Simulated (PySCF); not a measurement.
Dipole moment and polarisability of `C=CC(C=C)=NN`

C5H8N2.
Structure used (GFN2-xTB), in Å, numbered top down from 1:
```
atom  x, y, z in Å
C1     1.004   -1.157    1.317
C2     0.665   -0.004    0.753
C3    -0.373    0.158   -0.276
C4    -0.119    1.034   -1.409
C5     1.047    1.604   -1.695
N6    -1.546   -0.368   -0.244
N7    -1.935   -1.228    0.705
H8     1.754   -1.212    2.090
H9     0.589   -2.097    0.990
H10    1.147    0.915    1.067
H11   -0.977    1.185   -2.048
H12    1.927    1.453   -1.092
H13    1.164    2.242   -2.554
H14   -1.412   -1.258    1.580
H15   -2.940   -1.258    0.795
```

Level: wB97X-D/def2-SVPD (PySCF), static field, nuclei fixed, core orbitals frozen in the response. The polarisability tensor in these axes (au):

```
x    95.00  18.51  -6.44
y    18.51  80.91 -23.57
z    -6.44 -23.57  76.67
```

Question: Give the principal values, the mean and the anisotropy Δα = √{½[(α1 − α2)² + (α2 − α3)² + (α1 − α3)²]}.

Answer: Principal values 53.41, 81.66 and 117.50 au; mean 84.19 au = 12.48 Å³ = 13.88 × 10⁻⁴⁰ C²·m²/J; Δα = 55.63 au (66 % of the mean).

Question: What is the dipole moment, and where does it point?

Answer: (0.24, -0.30, 2.05) D, 2.09 D in size, pointing from the negative to the positive side. Measured along this direction, the outermost atoms are H13 at the negative end and H8 at the positive end.

Question: Along which axes do the principal values lie, and how far do the nuclei extend along each?

Answer: Largest value along (0.64, 0.62, -0.46), where the nuclei span 6.32 Å; middle along (0.74, -0.33, 0.59), 5.24 Å; least along (-0.22, 0.72, 0.67), 2.08 Å. The response follows the extents in order.

Question: Give the eigenvalues of the traceless quadrupole moment Θ = ½Σq(3rr − r²1), origin at the centre of nuclear charge.

Answer: -6.91, -0.17, 7.08 D·Å. The values depend on the origin, since the dipole doesn't vanish. The electronic extent ⟨r²⟩ about the same centre is 831 bohr², a root-mean-square distance of 2.12 Å for the 52 electrons.

Question: Rayleigh depolarisation ratio (linearly polarised light, static tensor)?

Answer: ρ = 3Δα²/(45ᾱ² + 4Δα²) = 9284.7/(318974 + 12379.6) = 0.028.

Question: Orientational against electronic polarisability at 298 K (dilute gas, rigid molecules)?

Answer: In Gaussian units μ²/3kT = 35.38 Å³ against 12.48 Å³, a ratio of 2.84; the Debye molar polarisation (4π/3)N_A(α + μ²/3kT) is 120.7 cm³/mol, leaving out the vibrational part.

Question: Molar refractivity from α?

Answer: Lorentz–Lorenz: R = (4π/3)N_A α = 2.5225 cm³/(mol·Å³) × 12.48 Å³ = 31.5 cm³/mol, in the limit of long wavelengths.

Isolated species at its GFN2-xTB geometry (one conformer only).
